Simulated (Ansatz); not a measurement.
Input file for Ansatz (an electronic-structure program): R-CCSD(T)/def2-TZVPP on GaH3S (SMILES [SH][GaH2]), a point of a torsion scan. The run froze 19 orbitals, filled d shells among them.

Ansatz 0.2 input:
```yaml
crystal:
  periodic: [false, false, false]
  atoms:
    - {symbol: S, position_ang: [1.52229835, -0.62040600, 0.52383300]}
    - {symbol: Ga, position_ang: [-0.64100768, -0.15953428, 0.41187777]}
    - {symbol: H, position_ang: [1.82023247, 0.34697679, -0.34271340]}
    - {symbol: H, position_ang: [-1.71257811, -1.20277561, -0.06169291]}
    - {symbol: H, position_ang: [-1.18554641, 1.26714063, 0.78567981]}
basis:
  gaussian:
    orbitals: def2-TZVPP
magnetization: {spin_polarized: false}
correlation: {method: ccsd_t, electrons: outside_noble_gas}
scf: {lower_state_search: off}
```

It printed:

```
WARN ansatz: RAYON_NUM_THREADS=1 ignored (pool sized by the plan → 1); use --threads N
Functional definition: HF
these checks for a lower state are left out or cut short: stability, starts, cluster_reference, orbital_swaps, neighbouring_geometries, increment
integrals: 0.24 GiB planned
787 factors; integrals over basis functions are off by at most 8.0e-4 eV
mean field: 0.34 GiB planned
mean field evaluation 1: about -63198.9163 eV, gradient 1.5e1 eV
mean field evaluation 2: about -63198.9802 eV, gradient 1.6e1 eV
mean field evaluation 4: about -63199.9053 eV, gradient 2.7e0 eV
mean field evaluation 8: about -63199.9283 eV, gradient 2.2e-1 eV
mean field evaluation 16: about -63199.9286 eV, gradient 1.4e-6 eV
mean field -63199.92864337 eV, -2322.5545391937 hartree, gradient 1.4e-6 eV, S^2 0.000000; 0 other end points of the search recorded, 0 dependent functions left out
19 core orbitals not correlated
reference -63199.92864337 eV, -2322.5545391937 hartree; 6, 6 occupied and 107, 107 virtual orbitals, 787 factors
second order -7.10762809 eV of doubles, -0.00000000 eV of singles
coupled cluster: 0.54 GiB planned
cycle   1  -7.76080462 eV  change   -6.5e-1 eV  update   6.4e-2
cycle   2  -8.02044680 eV  change   -2.6e-1 eV  update   2.1e-2
cycle   3  -8.04108638 eV  change   -2.1e-2 eV  update   6.8e-3
cycle   4  -8.03881499 eV  change    2.3e-3 eV  update   2.4e-3
cycle   5  -8.03821600 eV  change    6.0e-4 eV  update   1.0e-3
cycle   6  -8.03805711 eV  change    1.6e-4 eV  update   4.1e-4
cycle   7  -8.03811272 eV  change   -5.6e-5 eV  update   1.5e-4
cycle   8  -8.03815017 eV  change   -3.7e-5 eV  update   5.6e-5
cycle   9  -8.03814058 eV  change    9.6e-6 eV  update   1.9e-5
cycle  10  -8.03814028 eV  change    3.1e-7 eV  update   6.4e-6
perturbative correction -0.30557961 eV, -0.0112298437 hartree
Total energy: -63208.27236327 eV, -2322.8611652442 hartree
Checks for a lower state left out: stability, starts, cluster_reference, orbital_swaps, neighbouring_geometries, increment
```

Self-consistency was reached.

Cost: about 5 core-seconds (a rough figure).
